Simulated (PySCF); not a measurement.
A PySCF script (with the pyscf-properties extension) for the NMR shieldings of `C=C1OB(C)C[Si@H]1C`, C5H11BOSi, on a GFN2-xTB geometry:

```python
import basis_set_exchange as bse
import numpy as np
from pyscf import gto, dft
from pyscf.prop import nmr

atoms = """
C    -1.510861    2.112479   -0.606928
C    -0.658195    1.107966   -0.453267
O     0.638357    1.370535   -0.061641
B     1.459221    0.327542    0.148069
C     2.944795    0.607827    0.625029
C     0.845804   -1.137676   -0.083909
Si   -0.919440   -0.766457   -0.688253
C    -2.321229   -1.441215    0.399912
H    -1.228736    3.138926   -0.435758
H    -2.523561    1.922142   -0.911660
H     3.022217    0.471525    1.702657
H     3.659274   -0.074933    0.172340
H     3.259074    1.624867    0.407106
H     1.433254   -1.704957   -0.803517
H     0.867135   -1.724544    0.833973
H    -1.136811   -1.077268   -2.111402
H    -2.146453   -1.246262    1.454387
H    -3.269838   -0.986825    0.132196
H    -2.423812   -2.514422    0.273204
"""
names = dict.fromkeys(["C", "O", "B", "Si", "H"], "pcSseg-1")
basis = {el: gto.basis.parse(bse.get_basis(n, elements=[el], fmt="nwchem")) for el, n in names.items()}
mol = gto.M(atom=atoms, basis=basis, charge=0, verbose=0)
mf = dft.RKS(mol, xc="PBE0")
mf.grids.level = 2
mf.grids.alignment = dft.numint.BLKSIZE   # the property module wants whole blocks of grid points
mf.conv_tol = 1e-9
mf.kernel()

calc = nmr.RKS(mf)   # GIAO
C = mf.mo_coeff
Co = C[:, mf.mo_occ > 0]
resp = mf.gen_response(singlet=True, hermi=2)
def vind(x):   # induced exchange potential for any number of trial vectors
    d = np.einsum("pi,xij,qj->xpq", C, 2 * x.reshape(-1, C.shape[1], Co.shape[1]), Co, optimize=True)
    return np.einsum("xpq,pi,qj->xij", resp(d - d.transpose(0, 2, 1)), C, Co, optimize=True).ravel()
mo1, _ = nmr.rhf.solve_mo1(calc, with_cphf=vind)
sigma = calc.kernel(mo1)
for i, s in enumerate(sigma):   # ppm
    print("%2d %-2s %9.2f" % (i, mol.atom_pure_symbol(i), np.trace(s) / 3))
```

Q: What are the results?

A: 
```
 0 C      72.84
 1 C       9.04
 2 O      41.78
 3 B      45.42
 4 C     181.20
 5 C     180.79
 6 Si    373.35
 7 C     189.83
 8 H      25.79
 9 H      26.70
10 H      31.27
11 H      31.12
12 H      31.07
13 H      31.22
14 H      31.46
15 H      26.99
16 H      31.57
17 H      31.36
18 H      31.42
```

These numbers come from an equivalent density-fitted implementation of the same equations, which agrees with the script to about 0.01 ppm for H and up to a few tenths of a ppm for heavy atoms, so last digits may differ.

Size and cost of the density-fitted run: 198 basis functions, 79 s wall time on 1 thread of an Arm Neoverse N1, shared host; peak memory 0.88 GiB.
